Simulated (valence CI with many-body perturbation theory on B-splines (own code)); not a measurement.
**Ne IV: calculation against measured levels**

Calculated by valence CI with perturbative core correlation (CI+MBPT): five valence electrons over a frozen Dirac-Fock core [He], a basis of 11 s, 11 p, 10 d, 8 f, 5 g, 2 h functions for each j, with the one-electron correlation potential Σ1 (screened to all orders), the two-electron term Σ2, the three-electron term Σ3, Breit, model QED; selected single and double excitations, second order for the rest (own B-spline code, finite nucleus).

Against 16 measured levels this calculation errs by 166 cm⁻¹ on average and by 983 at most. These come from a selection out of Moore, Atomic Energy Levels, vol. I, NSRDS-NBS 35 (1971 reprint of NBS Circular 467, 1949), an old analysis. Levels without a partner in it may be off by more. Among the levels kept, up to 5200 cm⁻¹ of a level comes from second order outside the variational space, and about a tenth of that is noise between levels of different J, which matters for small intervals. 8 measured levels below the end of the list, from 641908 cm⁻¹ on, found no clear computed partner, and computed levels of the same name lie up to 6564 cm⁻¹ from them.

Measured levels: Moore, Atomic Energy Levels, vol. I, NSRDS-NBS 35 (1971 reprint of NBS Circular 467, 1949). Pairs share parity and J, and are chosen by configuration, term and nearness in energy; levels without a clear partner are left out. The analysis is old, and some levels have since been revised. Energies in cm⁻¹ above the measured ground level.

```tsv
Computed label	Label in the source	Measured	Computed	Difference
2s2.2p3 4S°_3/2	2s2 2p3 4S°	0	0.0	0
2s.2p4 4P_5/2	2s 2p4 4P	183860	183963.9	+104
2s.2p4 4P_3/2	2s 2p4 4P	184477	184592.8	+116
2s.2p4 4P_1/2	2s 2p4 4P	184799	184910.4	+111
2s2.2p2.3s 4P_1/2	2s2 2p2(3P) 3s 4P	478701	478560.1	-141
2s2.2p2.3s 4P_3/2	2s2 2p2(3P) 3s 4P	479079	478963.0	-116
2s2.2p2.3s 4P_5/2	2s2 2p2(3P) 3s 4P	479651	479516.5	-134
2s2.2p2.3p 4P°_3/2	2s2 2p2(3P) 3p 4P°	524676	524568.9	-107
2s2.2p2.3p 4P°_5/2	2s2 2p2(3P) 3p 4P°	525017	524906.7	-110
2s2.2p2.3p 4S°_3/2	2s2 2p2(3P) 3p 4S°	532978	532830.9	-147
2s2.2p2.3d 4P_5/2	2s2 2p2(3P) 3d 4P	579307	579347.8	+41
2s2.2p2.3d 4P_3/2	2s2 2p2(3P) 3d 4P	579626	579634.8	+9
2s2.2p2.3d 4P_1/2	2s2 2p2(3P) 3d 4P	579737	579743.3	+6
2s2.2p2.4s 4P_1/2	2s2 2p2(3P) 4s 4P	633465	633270.6	-194
2s2.2p2.4s 4P_3/2	2s2 2p2(3P) 4s 4P	633790	633660.7	-129
2s2.2p2.4s 4P_5/2	2s2 2p2(3P) 4s 4P	634413	634209.5	-203
2s2.2p2.4d 4P_5/2	2s2 2p2(3P) 4d 4P	671402	670419.2	-983
```

Over 16 excited levels the mean absolute difference is 166 cm⁻¹, the median 116 and the largest 983. The comparison draws on a selection of the measured levels: 17 of the 159 computed ones have a partner in it, and others may be off by more.

These 8 measured levels below the end of the computed list are not counted above. Beside each stands the unpaired computed level of its name, or else the nearest of its J and parity; the gap is either an error of the method or a doubtful assignment.

```csv
Label in the source,J,Measured,Unpaired level,Computed
2s2 2p2(3P) 4p 4D°,1/2,641908,2s2.2p2.4p 4D°_1/2,647185
2s2 2p2(3P) 4p 4D°,3/2,642184,2s2.2p2.4p 4D°_3/2,647342
2s2 2p2(3P) 4p 4D°,5/2,642472,2s2.2p2.4p 4D°_5/2,647584
2s2 2p2(3P) 4p 4D°,7/2,642934,2s2.2p2.4p 4D°_7/2,647939
2s2 2p2(3P) 4p 4P°,1/2,643239,2s2.2p2.4p 4P°_1/2,649803
2s2 2p2(3P) 4p 4P°,3/2,643672,2s2.2p2.4p 4P°_3/2,649965
2s2 2p2(3P) 4p 4P°,5/2,643975,2s2.2p2.4p 4P°_5/2,650283
2s2 2p2(3P) 4d 4P,3/2,672102,2s2.2p2.4d 4P_3/2,670687
```
